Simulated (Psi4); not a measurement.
F2Sn, charge +1, doublet, geometry from GFN2-xTB (such geometries of metal compounds can be far from the true shape) (a state made from the parent by changing its charge; the spin is typed, not shown lowest) (core potentials on Sn). Base run: BLYP/def2-SVP in Psi4.

Input for Psi4:
```
memory 2 GB

molecule {
1 2
  Sn    0.00000000    0.00000000    0.00000000
  F    -0.00000000   -0.00000000   -2.20886483
  F     0.00000000    0.00000000    2.20886483
}

set basis def2-svp
set reference uks

energy('blyp')
print_variables()
```

Each row names what was changed in the base input (with any setting that the change needs).

| change | ΔE vs base (mEh) | point group used | SCF cycles |
|---|---|---|---|
| base | 0.000 | d2h | 9 |
| molecule keys = symmetry c1 | 0.000 | c1 | 9 |
| symmetry = c2h | 0.000 | c2h | 9 |
| molecule keys = symmetry c1, no_reorient, no_com | 0.000 | c1 | 9 |
| jitter_ang = 0.002 | -0.219 | cs | 10 |
| molecule keys = no_reorient | 0.000 | d2h | 9 |
| symmetry = c2v | 0.000 | c2v | 11 |

Open shells are given as the SCF converged; they aren't shown to be the lowest states, and a large step between rows can be another state.
